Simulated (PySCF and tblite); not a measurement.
Values are calculated unless marked as measured or tabulated.
System: C4H4BClF2, numbered as in [F:1][B:2]([F:3])[C:4]1=[C:5]([CH2:6][Cl:7])[CH2:8]1.

The path came from a restrained scan, a climbing-image band and a saddle search at GFN2-xTB; energies are PBE0/pcSseg-1 + D3(BJ), IEF-PCM chloroform//GFN2-xTB, thermal terms GFN2-xTB. Rate constants are transition-state-theory values, counting equivalent paths, without tunnelling. Programs: tblite and PySCF.

(1) Estimate the barrier and the room-temperature rate of the rotation about the B2–C4 bond (torsion F1–B2–C4–C5 from 0° to 180°, rising).

Results:

(1) The electronic barrier is 2.5 kcal/mol and ΔG‡(298 K) 3.0 kcal/mol, over a Cs saddle with an imaginary mode of 52i cm⁻¹ (GFN2-xTB). With 2 equivalent paths, k is 8.4×10¹⁰ s⁻¹, a mean lifetime of the start of 12 ps against this motion.
